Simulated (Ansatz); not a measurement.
Species: CH₅AlO, charge 0, multiplicity 1. 
Coordinates optimised at B3LYP-D3(BJ)/def2-TZVP (Ansatz, a program for electronic structure):
```xyz
8

C     -1.6248    -0.2549    -0.3188
O     -0.2819    -0.5433    -0.0121
Al     1.1181     0.3774     0.2019
H     -1.8016     0.8191    -0.4490
H     -1.9127    -0.7642    -1.2427
H     -2.2749    -0.6146     0.4834
H      2.4281    -0.4185     0.5458
H      1.0297     1.9468     0.0473
```
Charge 0, spin multiplicity 1.

Basis-set convergence of Hartree-Fock and CCSD(T) correlation energies (hartree) with Ansatz. Cores are frozen in the correlated levels unless marked. No spin-orbit coupling. Non-relativistic.

| basis | functions | E(HF) | E(corr, CCSD(T)) |
|---|---|---|---|
| cc-pV(D+d)Z | 76 | -357.59381 | -0.44433 |
| cc-pV(T+d)Z | 169 | -357.64358 | -0.54714 |
| cc-pV(Q+d)Z | 324 | -357.65580 | -0.57970 |
| cc-pV(5+d)Z | 557 | -357.65853 | -0.59073 |

Extrapolating the two largest sets (X = 4 and 5) as X^-3: E(corr) = (125·(-0.59073) - 64·(-0.57970))/61 = -0.6023 Eh, an estimate of the basis-set limit. The largest set recovers 98.1 % of it, the smallest 73.8 %.
